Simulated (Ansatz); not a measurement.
A nudged elastic band was laid between two geometries of Cl3GeH + H2N (8 atoms, charge 0, multiplicity 2).

Method: UHF/def2-SVP in Ansatz.

```
movable images  : 5
climbing image  : yes
spring          : 5.0 eV/Å²
optimiser       : quadratic models (default)
start path      : through a guess of the saddle point
force threshold : 0.05 eV/Å
iteration limit : 60
end points      : relaxed
```

Initial state:

```xyz
8
Properties=species:S:1:pos:R:3
Ge -0.007 0.005 -0.376
H -0.021 0.013 1.132
Cl 1.999 -0.001 -1.128
Cl -0.998 1.733 -1.165
Cl -1.001 -1.729 -1.147
N 0.005 -0.005 3.852
H -0.421 -0.681 4.478
H 0.445 0.665 4.476
```

Final state:

```xyz
8
Properties=species:S:1:pos:R:3
Ge -0.178 0.471 0.158
H -0.951 -0.053 3.112
Cl 1.977 0.169 0.174
Cl -0.571 1.439 -1.780
Cl -1.093 -1.494 -0.040
N -0.058 -0.067 2.646
H 0.305 -1.005 2.705
H 0.570 0.539 3.147
```

(1) Which bonds break or form, and what moves?

(2) What energy profile does the band end with?

(3) What is the geometry of the highest image?

The band took 60 iterations and roughly 40 core-minutes.

Answers

(1) Bonds broken: Ge1–H2. Bonds formed: H2–N6. Cl3GeH + H2N becomes Cl3Ge + H3N.

(2) It converged. The highest image is number 2 of 0 to 6, 19.1 kcal/mol above the first end and 40.0 kcal/mol above the last; the last end lies 20.9 kcal/mol below the first. The profile has 2 maxima (images 2, 5) with wells between them (image 4): this band takes more than one step, which may be the mechanism or a detour left from its start path. Neighbouring images differ by up to 1.6 eV, so the band resolves the path poorly. A vibrational analysis at the climbing image gives one clearly imaginary mode, 2169i cm⁻¹: a first-order saddle point.

```tsv
image	path coordinate (Å)	energy (kcal/mol)	Ge1–H2 (Å)	H2–N6 (Å)
0	0.00	0.0	1.51	2.72
1	3.89	0.7	1.51	4.45
2	7.78	19.1	1.71	1.35
3	9.68	-17.7	2.75	1.00
4	11.58	-20.7	3.12	1.01
5	13.49	-18.0	3.47	1.01
6	15.40	-20.9	3.10	1.01
```

(3) 
```xyz
8
Properties=species:S:1:pos:R:3
Ge 0.151 0.020 0.188
H 0.459 -0.059 1.865
Cl 1.905 -0.097 -1.050
Cl -0.862 1.865 -0.278
Cl -1.167 -1.588 -0.385
N 0.243 -0.081 3.198
H -0.434 -0.833 3.267
H -0.292 0.773 3.316
```

Time of the run: 9.9 min on 4 threads of Arm Neoverse V1, with other jobs on the host, peak memory 0.45 GiB.
